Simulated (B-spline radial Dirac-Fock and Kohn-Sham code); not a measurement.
**Satellites and hypersatellites of the K lines of Ga⁵⁺**

System: Ga⁵⁺, configuration [Ar] 3d8.

Method: multi-electron Dirac-Fock with separately optimised hole states, Breit and Lamb-shift corrections added in first order. Computed with a radial B-spline solver. Each two-hole energy is an average over J within one jj subconfiguration, not an observable level; in light atoms, where LS coupling holds, the j-resolved values are not observed lines, and for a K spectator the Kα1 hypersatellite is nearly forbidden. No correlation.

Lines without a spectator: Kα2 (K-L2) 9223.1 eV, Kα1 (K-L3) 9250.2 eV, Kβ3 (K-M2) 10266.3 eV, Kβ1 (K-M3) 10270.2 eV. Shifts in eV with one spectator hole (a dash: not computed, or left out as unreliable):

```
spectator hole    Kα2    Kα1    Kβ3     Kβ1
    L2 (2p1/2)  +32.2  +39.5      –   +88.2
    L3 (2p3/2)  +35.8  +34.5  +84.2       –
    M2 (3p1/2)      –  +3.37  +8.10  +10.16
    M3 (3p3/2)  +2.99      –  +9.50   +8.99
```

Problem. Where does the K-L3 hypersatellite lie, emitted when both K electrons are missing?

Solution. +334.5 eV from the normal line, at 9584.7 eV. Removing both K electrons costs 21398.2 eV, which is 454.7 eV more than twice the K binding energy.

With n spectator holes in 2p, averaged over the 2p shell (energies in eV):

```tsv
n	KαLⁿ	step	hypersatellite KαʰLⁿ
0	9241.1	–	9574.4
1	9277.1	+36.0	9611.6
2	9314.3	+37.2	9650.0
3	9352.6	+38.3	9689.6
4	9392.0	+39.4	9730.3
5	9432.7	+40.6	9772.2
```

Run: 28 s of CPU time on 1 thread of Neoverse-V1 (shared host), peak memory 0.37 GiB.
